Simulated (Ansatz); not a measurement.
`CC[SiH2]Br` + HI → `CC[SiH2]I` + HBr  (ligand exchange at the Si–Br bond)

Isolated molecules relaxed with PBE0-D4/def2-TZVP in Ansatz; ΔE leaves out vibrations. CCSD(T)/CBS is the MP2 limit (def2-TZVPP, def2-QZVPP) plus CCSD(T) − MP2 in def2-TZVPP, frozen cores. DFT in def2-TZVPP. B3LYP here is the variant with VWN-RPA as its local correlation; programs differ in this. Elements past krypton have def2 core potentials. For Br, I outer-core shells are correlated without core-valence functions, which leaves a few kJ/mol of doubt a bond. Scalar relativity is left out up to krypton. Each species was taken in one conformer, which may not be the lowest.

```csv
level,ΔE (kcal/mol),difference from CCSD(T)/CBS
PBE-D4,1.4,-0.1
r2SCAN-D4,2.0,0.5
PBE0-D4,1.5,0.0
PBE0,1.8,0.3
B3LYP,2.6,1.1
SCS-MP2/def2-TZVPP,2.0,0.5
HF/def2-QZVPP,3.1,1.6
HF/CBS(def2),3.1,1.6
MP2/CBS(def2),0.6,-0.9
CCSD/CBS(def2),1.8,0.3
CCSD(T)/CBS,1.5,0
```

Largest T1 diagnostic among the species: 0.008.

In def2-TZVPP, CCSD(T) changes the Hartree–Fock value by −1.0 kcal/mol (the triples alone add −0.3 kcal/mol) and MP2 by −1.8 kcal/mol.
